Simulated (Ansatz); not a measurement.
C2H10N2Si can be A, `CN(C)N[SiH3]`, or B, `CNC(N)[SiH3]`.

Calculated with Ansatz (gas phase, PBE0-D4/def2-TZVP geometries, no zero-point term in ΔE). CCSD(T)/CBS adds triple-zeta CCSD(T) − MP2 to the extrapolated MP2 energy (def2 sets, frozen cores). Functionals use def2-TZVPP. B3LYP here is the variant with VWN-RPA as its local correlation; programs differ in this. One conformer a species, not always the lowest.

Which is lower in electronic energy at CCSD(T)/CBS, and by how much? (Estimate.)

Computed: B, by 4.7 kcal/mol.

Give E(B) − E(A) in kcal/mol with HF/def2-TZVPP, PBE0-D4, r2SCAN-D4, B3LYP-D4, B3LYP, B2PLYP, ωB97M-V. (Best estimate.)

Computed: HF/def2-TZVPP -1.5, PBE0-D4 -5.3, r2SCAN-D4 -4.6, B3LYP-D4 -3.5, B3LYP -3.4, B2PLYP -3.6, ωB97M-V -4.4. None reverses the order clearly.

Largest T1 diagnostic: 0.011.

In def2-TZVPP, CCSD(T) changes the Hartree–Fock value by −3.0 kcal/mol (the triples alone add −0.4 kcal/mol) and MP2 by −2.9 kcal/mol.
